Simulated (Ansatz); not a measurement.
Steps of a relaxation of `[AlH2][CH]1C[SiH2]1` with RKS PBE0-D4/def2-TZVP.

```sh
$ ansatz run in.yaml --threads 2 --pin off --events-out ev --progress --plain --max-ram 4352MiB
```

```yaml
crystal:
  periodic: [false, false, false]
  atoms:
    - {symbol: Al, position_ang: [-1.274135, 1.398068, -0.090344]}
    - {symbol: C, position_ang: [0.090291, 0.287766, 0.703824]}
    - {symbol: C, position_ang: [0.180367, -1.239974, 0.723647]}
    - {symbol: Si, position_ang: [0.988159, -0.513759, -0.800289]}
    - {symbol: H, position_ang: [-2.489984, 0.710712, -0.878566]}
    - {symbol: H, position_ang: [-1.070028, 2.985451, -0.052360]}
    - {symbol: H, position_ang: [0.830207, 0.810002, 1.341675]}
    - {symbol: H, position_ang: [-0.756827, -1.805226, 0.574675]}
    - {symbol: H, position_ang: [0.835436, -1.693839, 1.487558]}
    - {symbol: H, position_ang: [2.473242, -0.389492, -0.886149]}
    - {symbol: H, position_ang: [0.258672, -0.606609, -2.103071]}
basis:
  gaussian: {orbitals: def2-TZVP}
hamiltonian: {xc: pbe0, dispersion: d4}
relax: {f_tol: 0.005, max_steps: 150}
```

Positions (Å) and forces (eV/Å) along the path, 10 of 10 steps:

```xyz
11
step=1 energy=-16653.4544 eV
Al   -1.274    1.398   -0.090    0.144   -0.096    0.012
C     0.090    0.288    0.704    0.288    0.137   -0.112
C     0.180   -1.240    0.724    0.087   -0.250   -0.086
Si    0.988   -0.514   -0.800   -0.232    0.001    0.443
H    -2.490    0.711   -0.879    0.139    0.084    0.103
H    -1.070    2.985   -0.052   -0.038   -0.188    0.005
H     0.830    0.810    1.342   -0.369   -0.301   -0.325
H    -0.757   -1.805    0.575    0.491    0.341    0.105
H     0.835   -1.694    1.488   -0.358    0.275   -0.404
H     2.473   -0.389   -0.886   -0.315   -0.035   -0.003
H     0.259   -0.607   -2.103    0.163    0.032    0.262
11
step=2 energy=-16653.4913 eV
Al   -1.262    1.390   -0.098    0.072   -0.063    0.059
C     0.090    0.286    0.698    0.135    0.062   -0.138
C     0.182   -1.237    0.718    0.044   -0.065   -0.129
Si    0.983   -0.511   -0.793   -0.173   -0.007    0.331
H    -2.474    0.709   -0.871    0.019    0.006    0.004
H    -1.071    2.965   -0.049   -0.002   -0.022   -0.003
H     0.822    0.798    1.331   -0.111   -0.077   -0.090
H    -0.749   -1.789    0.580    0.147    0.087    0.024
H     0.828   -1.679    1.478   -0.092    0.084   -0.116
H     2.454   -0.393   -0.885   -0.074   -0.010   -0.001
H     0.263   -0.595   -2.087    0.036    0.006    0.059
11
step=3 energy=-16653.4976 eV
Al   -1.259    1.386   -0.094    0.005   -0.003    0.003
C     0.092    0.287    0.692    0.020    0.045   -0.052
C     0.183   -1.235    0.712    0.010   -0.058   -0.030
Si    0.976   -0.510   -0.784   -0.021    0.008    0.045
H    -2.465    0.704   -0.873   -0.006   -0.001    0.000
H    -1.068    2.960   -0.048   -0.006    0.007    0.003
H     0.820    0.796    1.324   -0.003    0.005    0.020
H    -0.743   -1.785    0.577   -0.018   -0.003    0.015
H     0.827   -1.672    1.469    0.006   -0.001    0.018
H     2.443   -0.396   -0.879    0.012   -0.001   -0.008
H     0.260   -0.591   -2.075    0.000    0.003   -0.014
11
step=4 energy=-16653.4980 eV
Al   -1.259    1.386   -0.094   -0.009    0.003    0.005
C     0.094    0.288    0.688    0.019    0.045   -0.017
C     0.183   -1.236    0.711   -0.007   -0.045   -0.017
Si    0.978   -0.511   -0.784   -0.003   -0.001    0.021
H    -2.466    0.704   -0.871   -0.001   -0.001   -0.001
H    -1.072    2.960   -0.045   -0.003    0.002    0.001
H     0.819    0.795    1.325   -0.002    0.008    0.006
H    -0.746   -1.783    0.580   -0.006   -0.008    0.005
H     0.825   -1.670    1.471    0.005   -0.001    0.007
H     2.446   -0.400   -0.881    0.007   -0.005   -0.003
H     0.264   -0.591   -2.078    0.000    0.002   -0.007
11
step=5 energy=-16653.4985 eV
Al   -1.263    1.387   -0.091   -0.008    0.007   -0.004
C     0.100    0.292    0.679    0.014   -0.005    0.009
C     0.183   -1.237    0.707   -0.016    0.009    0.003
Si    0.983   -0.515   -0.785    0.007   -0.004   -0.010
H    -2.471    0.704   -0.866    0.001   -0.002    0.002
H    -1.084    2.963   -0.038   -0.003   -0.001    0.002
H     0.819    0.799    1.323   -0.001   -0.001   -0.003
H    -0.749   -1.779    0.581    0.005    0.001   -0.002
H     0.821   -1.667    1.473    0.003    0.001   -0.004
H     2.453   -0.414   -0.881   -0.002   -0.003    0.005
H     0.274   -0.589   -2.081    0.002   -0.001    0.002
11
step=6 energy=-16653.4985 eV
Al   -1.265    1.388   -0.088   -0.005    0.004   -0.011
C     0.103    0.294    0.675    0.007    0.013    0.012
C     0.181   -1.235    0.707    0.002   -0.005    0.004
Si    0.985   -0.519   -0.786   -0.001   -0.005   -0.013
H    -2.470    0.706   -0.867   -0.002   -0.003    0.005
H    -1.093    2.964   -0.028   -0.002    0.003    0.003
H     0.824    0.800    1.316   -0.005   -0.003    0.002
H    -0.752   -1.775    0.580    0.002   -0.002   -0.003
H     0.818   -1.666    1.473    0.001    0.002   -0.001
H     2.455   -0.415   -0.878   -0.001   -0.009    0.003
H     0.279   -0.599   -2.084    0.003    0.004   -0.001
11
step=7 energy=-16653.4987 eV
Al   -1.266    1.390   -0.089   -0.013    0.000    0.013
C     0.107    0.298    0.669    0.010    0.004    0.007
C     0.180   -1.232    0.704   -0.007   -0.003    0.004
Si    0.990   -0.522   -0.787    0.008   -0.002   -0.012
H    -2.475    0.703   -0.858    0.004    0.001   -0.004
H    -1.105    2.968   -0.019    0.002   -0.002   -0.007
H     0.826    0.803    1.313   -0.003   -0.002   -0.001
H    -0.754   -1.771    0.577   -0.001    0.001    0.001
H     0.814   -1.663    1.473    0.001    0.001   -0.003
H     2.461   -0.432   -0.875   -0.003    0.000    0.000
H     0.288   -0.599   -2.088    0.002    0.002    0.001
11
step=8 energy=-16653.4987 eV
Al   -1.268    1.389   -0.085    0.003    0.003   -0.007
C     0.108    0.299    0.668    0.010    0.002    0.005
C     0.180   -1.231    0.703   -0.011   -0.004    0.002
Si    0.991   -0.522   -0.788    0.001    0.002    0.000
H    -2.475    0.700   -0.856    0.000    0.000    0.003
H    -1.106    2.967   -0.023   -0.002   -0.003    0.001
H     0.826    0.803    1.314    0.000    0.000   -0.004
H    -0.756   -1.768    0.578    0.002   -0.001    0.000
H     0.814   -1.663    1.472    0.000   -0.001   -0.004
H     2.462   -0.436   -0.875   -0.003    0.003    0.001
H     0.290   -0.595   -2.089    0.001   -0.001    0.003
11
step=9 energy=-16653.4987 eV
Al   -1.267    1.389   -0.086    0.015   -0.009    0.010
C     0.110    0.299    0.670   -0.021    0.004   -0.010
C     0.178   -1.231    0.703    0.009    0.007    0.004
Si    0.991   -0.521   -0.787    0.002    0.001    0.006
H    -2.476    0.697   -0.852    0.001   -0.002    0.000
H    -1.107    2.967   -0.027   -0.001    0.003   -0.001
H     0.830    0.803    1.315   -0.002   -0.002    0.000
H    -0.758   -1.766    0.577   -0.003    0.001   -0.002
H     0.812   -1.666    1.470    0.001    0.000    0.001
H     2.462   -0.434   -0.873    0.001   -0.003   -0.001
H     0.290   -0.593   -2.088   -0.002    0.001   -0.007
11
step=10 energy=-16653.4987 eV
Al   -1.267    1.389   -0.086    0.002   -0.003    0.001
C     0.109    0.299    0.670   -0.002    0.002   -0.001
C     0.179   -1.231    0.703    0.000    0.001    0.000
Si    0.990   -0.521   -0.787    0.000    0.000    0.001
H    -2.475    0.698   -0.854    0.000    0.000    0.000
H    -1.107    2.967   -0.026    0.000    0.000    0.000
H     0.828    0.803    1.315    0.000   -0.001    0.000
H    -0.757   -1.767    0.577   -0.001    0.000    0.000
H     0.813   -1.665    1.471    0.000    0.000    0.000
H     2.461   -0.434   -0.874    0.000    0.000    0.000
H     0.290   -0.594   -2.089   -0.001    0.000   -0.001
```

It took 54 s on 2 threads of an Arm Neoverse V1 on a shared host, with 0.43 GiB of host memory at the peak.
